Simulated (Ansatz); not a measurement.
```yaml
crystal:
  periodic: [false, false, false]
  atoms:
    - {symbol: C, position_ang: [-0.851345, 1.512436, 0.040293]}
    - {symbol: Si, position_ang: [-0.422912, -0.172684, 0.742588]}
    - {symbol: Si, position_ang: [1.155895, -1.287809, -0.582538]}
    - {symbol: F, position_ang: [0.587937, -1.444531, -2.081320]}
    - {symbol: H, position_ang: [-1.267097, 1.414962, -0.964788]}
    - {symbol: H, position_ang: [-1.589447, 2.016010, 0.668185]}
    - {symbol: H, position_ang: [0.036265, 2.145867, -0.018756]}
    - {symbol: H, position_ang: [-1.643076, -1.019796, 0.857805]}
    - {symbol: H, position_ang: [0.169316, -0.043822, 2.105659]}
    - {symbol: H, position_ang: [2.431522, -0.525886, -0.674510]}
    - {symbol: H, position_ang: [1.458242, -2.651647, -0.071918]}
basis:
  gaussian: {orbitals: def2-mTZVP, nuclear_model: gaussian}
total_charge: 4
magnetization: {spin_polarized: true, initial_magnetization: 0}
hamiltonian: {xc: {name: wB97M-V}}
```

```sh
$ ansatz run in.yaml --threads 4 --pin off --events-out ev --progress --plain --max-ram 10444MiB
```

Output, abridged:

```
Functional definition: wB97M-V
941 factors; integrals over basis functions are off by at most 1.1e-3 eV
332 factors; integrals over basis functions are off by at most 6.5e-6 eV
mean field evaluation 1: about -19497.4299 eV, gradient 1.1e2 eV
mean field evaluation 2: about -19164.7805 eV, gradient 1.9e2 eV
mean field evaluation 4: about -19526.6157 eV, gradient 4.8e1 eV
mean field evaluation 8: about -19542.4832 eV, gradient 1.9e0 eV
mean field evaluation 16: about -19543.1206 eV, gradient 3.5e-1 eV
mean field evaluation 32: about -19543.1536 eV, gradient 2.4e-2 eV
mean field evaluation 64: about -19544.7195 eV, gradient 1.4e-5 eV
mean field -19544.71953509 eV, -718.2551950280 hartree, gradient 2.6e-6 eV, S^2 1.978931; 9 other end points of the search recorded, 0 dependent functions left out
reference -19544.71958474 eV, -718.2551968526 hartree; 23, 23 occupied and 80, 80 virtual orbitals, 941 factors
Total energy: -19544.71958474 eV, -718.2551968526 hartree
```

Q: Something in this input is off. What?

A: The charge is far from anything that the molecule holds. Self-consistency was reached. The result belongs to that input, not to the molecule as meant.
